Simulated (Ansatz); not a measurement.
```yaml
crystal:
  periodic: [false, false, false]
  atoms:
    - {symbol: C, position_ang: [-1.030783, 0.433533, 0.993289]}
    - {symbol: C, position_ang: [-0.079502, -0.276073, 0.040723]}
    - {symbol: C, position_ang: [1.333413, -0.298060, 0.605558]}
    - {symbol: O, position_ang: [-0.532425, -1.607611, -0.208634]}
    - {symbol: Si, position_ang: [-0.106078, 0.548488, -1.676860]}
    - {symbol: H, position_ang: [-1.027114, -0.067338, 1.969884]}
    - {symbol: H, position_ang: [-0.735631, 1.473177, 1.156939]}
    - {symbol: H, position_ang: [-2.053082, 0.419136, 0.609997]}
    - {symbol: H, position_ang: [1.339655, -0.799120, 1.582045]}
    - {symbol: H, position_ang: [1.724024, 0.712121, 0.752948]}
    - {symbol: H, position_ang: [2.012199, -0.839536, -0.056453]}
    - {symbol: H, position_ang: [-0.541527, -2.083216, 0.629733]}
    - {symbol: H, position_ang: [0.350391, 1.959933, -1.540945]}
    - {symbol: H, position_ang: [0.810811, -0.166352, -2.601866]}
    - {symbol: H, position_ang: [-1.486153, 0.540318, -2.226957]}
basis:
  gaussian: {orbitals: def2-mTZVPP, final_grid: {core_spheres: 1, valence_spheres: 1, degree: 3}}
hamiltonian: {xc: {name: r2SCAN}}
```

```sh
$ ansatz run in.yaml --threads 4 --pin off --events-out ev --progress --plain --max-ram 10444MiB
```

It prints (some lines left out):

```
Functional definition: r2SCAN
1527 factors; their error is unknown
mean field evaluation 1: about -13184.9547 eV, gradient 7.3e1 eV
mean field evaluation 2: about -13169.1128 eV, gradient 1.1e2 eV
mean field evaluation 4: about -13196.6694 eV, gradient 6.5e0 eV
mean field evaluation 16: about -13326.4594 eV, gradient 3.5e1 eV
mean field evaluation 32: about -13361.4415 eV, gradient 2.2e1 eV
a density is far from that of the atoms, so the factors are made again for it
1924 factors; integrals over basis functions are off by at most 1.0e-3 eV
mean field -13364.44297772 eV, -491.1342206865 hartree, gradient 2.0e-5 eV, S^2 0.000000; 0 other end points of the search recorded, 0 dependent functions left out
reference -13364.44301207 eV, -491.1342219489 hartree; 25, 25 occupied and 133, 133 virtual orbitals, 1924 factors
Total energy: -13364.44301207 eV, -491.1342219489 hartree
```

In this input the integration grid is far too coarse. The run converged. The result belongs to that input, not to the molecule as meant.
